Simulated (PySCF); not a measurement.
**Stretching SrLi⁺**

Set-up: Sr x2c-SVPall, Li x2c-SVPall; spin-free X2C with a Gaussian nucleus (PySCF 2.14). Energies in eV from Sr + Li⁺ in their ground configurations at the same level. State: ¹Σ⁺ (singlet), closed shell.

```
R (Å)   ωB97X  r²SCAN0  RHF-MP2   B3LYP
2.952  -0.932   -1.084   -0.892  -1.157
3.090  -1.055   -1.205   -1.028  -1.265
3.227  -1.128   -1.277   -1.116  -1.326
3.330  -1.157   -1.305   -1.156  -1.348
3.433  -1.169   -1.316   -1.178  -1.354
3.536  -1.166   -1.312   -1.185  -1.348
3.673  -1.146   -1.290   -1.177  -1.324
3.845  -1.101   -1.243   -1.145  -1.276
4.051  -1.027   -1.168   -1.085  -1.204
4.326  -0.912   -1.052   -0.984  -1.094
```

Question: Put a parabola through the three lowest points of the ωB97X curve and estimate Re, k and ωe (reduced mass 6.497 u; 1 eV/Å² = 0.16022 mdyn/Å; ωe = 1302.8·√(k/μ) cm⁻¹).

Answer: Through R = 3.33, 3.433, 3.536 Å the second-order coefficient is 0.707 eV/Å², so Re ≈ 3.464 Å, k ≈ 0.227 mdyn/Å and ωe ≈ 243 cm⁻¹. A polynomial fit of higher order to the unrounded ωB97X energies gives Re = 3.465 Å, k = 0.198 mdyn/Å, ωe = 228 cm⁻¹; anharmonicity and rounding make the difference.

The higher-order fit for each curve: ωB97X: Re = 3.465 Å, ωe = 228 cm⁻¹, De = 1.17 eV; r²SCAN0: Re = 3.456 Å, ωe = 230 cm⁻¹, De = 1.32 eV; RHF-MP2: Re = 3.546 Å, ωe = 214 cm⁻¹, De = 1.19 eV; B3LYP: Re = 3.428 Å, ωe = 225 cm⁻¹, De = 1.35 eV.

Correlated steps freeze 9 core orbitals. Closed-shell solutions of metal pairs were not tested for spin polarisation, which can lower them a little. Correlated levels converge slowly with the basis: in double zeta they bind strong bonds too weakly, by up to about 1 eV, and carry superposition errors of some tenths. For an ion De counts to the pair picked by the measured ionisation energies or electron affinities, which need not be the lowest pair at this level.
